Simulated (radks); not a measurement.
Q: Sr32+, configuration [He] 2s2 2p2. Calculated with a radial shooting solver on a logarithmic mesh with Libxc functionals: Dirac Kohn-Sham, PBE, spin-unpolarised, spherical densities, point nucleus; open shells are shared between the two j in proportion to 2j + 1.

Spin-orbit splittings of the eigenvalues, e(l+1/2) - e(l-1/2), with zeta = 2 splitting/(2l+1) and mean radii in bohr:

| shell | occ. | splitting (eV) | zeta (eV) | <r> j=l-1/2 | <r> j=l+1/2 |
|---|---|---|---|---|---|
| 2p | 2 | ? | ? | 0.1375 | 0.1411 |
| 3p | 0 | 22.00 | 14.67 | 0.3589 | 0.3641 |

Estimate the 2p splitting.

A: 79.69 eV (zeta = 53.12 eV).
